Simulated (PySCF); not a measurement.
C2H5FN2Si, SMILES [C@H]1([Si@@H](C=N1)N)F.

Coordinates come from a PBE-D3(BJ)/def2-SVP optimisation. The structure was generated by enumeration; whether it is a known compound was not checked. Other conformers were not sampled.

Method: PBE-D3(BJ)/def2-SVP (PySCF).

Frequencies are harmonic and unscaled.

```
mode  ν (cm⁻¹)  IR (km/mol)   moving atoms (share of kinetic energy)
----  --------  -----------  ---------------------------------------
1           76          5.3                   N 44 %, H 26 %, F 20 %
2           93          5.4          N 50 %, F 18 %, H 15 %, Si 10 %
3          177         48.4                   H 55 %, F 20 %, C 16 %
4          284         57.7                  H 60 %, C 21 %, Si 10 %
5          317         52.0   H 44 %, F 18 %, N 16 %, Si 14 %, C 8 %
6          369         46.4   H 34 %, Si 26 %, N 20 %, F 12 %, C 8 %
7          477          3.0  N 32 %, C 27 %, Si 15 %, F 14 %, H 11 %
8          542          5.4  N 29 %, H 19 %, C 19 %, F 18 %, Si 15 %
9          577         11.4                  H 52 %, C 33 %, Si 10 %
10         674         27.6                                   H 77 %
11         736         40.1                  H 58 %, C 20 %, Si 18 %
12         775         36.1                   C 43 %, H 30 %, N 23 %
13         854         23.3                  H 47 %, N 33 %, Si 16 %
14         875         21.7                   H 58 %, N 20 %, C 18 %
15         903        155.1                  H 46 %, Si 27 %, N 19 %
16         964         44.7                   C 50 %, H 25 %, N 20 %
17        1073        128.4                   C 55 %, F 30 %, H 12 %
18        1150          6.8                           H 69 %, C 28 %
19        1235         14.8                   H 68 %, C 20 %, N 12 %
20        1289         21.0                           H 83 %, C 15 %
21        1485         41.8                           H 89 %, N 11 %
22        1556         11.5                           C 51 %, N 46 %
23        2133        163.7                                   H 96 %
24        2963         33.5                                   H 92 %
25        3040         31.2                            H 91 %, C 8 %
26        3510         37.9                                   H 96 %
27        3611         38.9                            H 91 %, N 9 %
```
